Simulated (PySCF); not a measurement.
An unknown is described by computed data only.

Elements present: C, H, N and O. Monoisotopic mass: 97.0528 u.

| Property | Result |
| --- | --- |
| Valence photoelectron | vertical ionisation energy: 8.64 eV [ΔSCF wB97X-D/def2-SVPD] |
| Rotational structure | rotational constants A, B, C: 5.944, 1.746, 1.350 GHz [PBE0-D3(BJ)/def2-SVP] |
| 13C NMR | chemical shifts (computed TMS as zero) by class: 159.1 (1 C), 143.5 (1 C), 141.5 (1 C), 114.9 (1 C), 111.8 (1 C) ppm [GIAO PBE0/pcSseg-1] |
| UV, first state | lowest singlet excitation: 5.30 eV (234 nm, f = 0.001) [TDDFT wB97X-D/def2-SVPD] |
| NMR, other nuclei | isotropic shieldings of nuclei other than C and H, by class: 111 (1 N), -129 (1 O) ppm [GIAO PBE0/pcSseg-1] |
| Triplet | lowest triplet excitation (Tamm–Dancoff): 3.17 eV [TDA wB97X-D/def2-SVPD] |

The electronic properties come from PySCF, for the isolated species, density fitting. Levels stand in brackets. Isolated species at its PBE0-D3(BJ)/def2-SVP geometry (one conformer only). Each NMR value is the plain mean over a class of atoms that symmetry, rotation or inversion makes alike.

Question: Which formula fits the mass and the elements?

Answer: C5H7NO (calculated 97.0528). No other formula that holds each of these elements comes within 0.0003 u with a fitting electron parity and a possible valence count.

Question: Give a SMILES that accounts for the data.

Answer: Numbering: `[CH2:1]=[CH:2][C:3](=[CH2:4])[NH:5][CH:6]=[O:7]`. Its formula, C5H7NO, gives 3 degrees of unsaturation: 0 rings and 3 π bonds in the structure found. 5 carbons fall into 5 classes; from least to most shielded: amide carbonyl carbon [C6] (159.1 ppm), alkene CH carbon [C2] (143.5 ppm), vinylic carbon bearing nitrogen [C3] (141.5 ppm), terminal =CH2 carbon [C4] (114.9 ppm), terminal =CH2 carbon [C1] (111.8 ppm). The other shieldings belong to: 111 ppm, amide nitrogen [N5]; -129 ppm, amide oxygen [O7]. The first electron is taken from the HOMO, whose largest Löwdin shares are 0.31 on a terminal =CH2 carbon, 0.20 on the vinylic carbon bearing nitrogen, 0.12 on the amide nitrogen and 0.12 on a terminal =CH2 carbon. The optimised geometry has point group Cs and is an asymmetric top. Structure: `C=C(C=C)NC=O`. Computed isomers that give other values at the same levels: `CC#CCC(N)=O` (rotational constant A: 8.137 GHz; this holds for the one conformer computed); `C#CC(=O)N(C)C` (rotational constant A: 4.436 GHz; this holds for the one conformer computed); `N#C[C@H]1CCOC1` (smallest rotational constant: 1.651 GHz; this holds for the one conformer computed). The assignments are read from this structure; whether some other isomer fits the data as well wasn't checked.

Shape of the structure used: `[CH2:1]=[CH:2][C:3](=[CH2:4])[NH:5][CH:6]=[O:7]`: C1–C2–C3–C4 180°, C2–C3–N5–C6 180°, C3–N5–C6–O7 0°.
